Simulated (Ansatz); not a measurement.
# Worked example: Sn(CH3)Cl3 + GeH(GeH3)Cl → Sn(CH3)Cl2 + GeH(GeH3)Cl2

Gas-phase species: Sn(CH3)Cl3 (methyltin trichloride), singlet; GeH(GeH3)Cl, doublet; Sn(CH3)Cl2, doublet; GeH(GeH3)Cl2, singlet. A radical takes Cl: the energy is the difference in strength between the Sn–Cl bond broken and the Ge–Cl bond made.

Shapes, held fixed at every level: PBE0-D4/def2-TZVP. Programs: Ansatz 0.2.0. The zero-point and thermal change to 298 K, harmonic and unscaled (PBE0-D4/def2-TZVP), is +0.7 kJ/mol.

At CCSD(T)/def2-TZVPP; 1 Eh = 2625.50 kJ/mol:

```
     species   energy (Eh)
  Sn(CH3)Cl3  -1632.827426
 GeH(GeH3)Cl  -4613.343899
  Sn(CH3)Cl2  -1173.022454
GeH(GeH3)Cl2  -5073.159694
```

Task: Work out ΔH(298 K) of the reaction at this level.

Result: 
1. Products less reactants: (-1173.022454) + (-5073.159694) − [(-1632.827426) + (-4613.343899)] = -0.010823 Eh = -28.4 kJ/mol.
2. With the thermal change: -28.4 + (+0.7) = -27.7 kJ/mol.

Other levels give -37.2 (SPW92/def2-TZVPP) to -20.4 kJ/mol (CCSD/def2-SVP). No measured value is set beside it here. Open shells run unrestricted. For atoms past krypton def2 sets carry core potentials with scalar relativity. Relativity is left out for Ge. Outer-core shells of Ge, Sn are correlated, in sets that cover them unevenly.
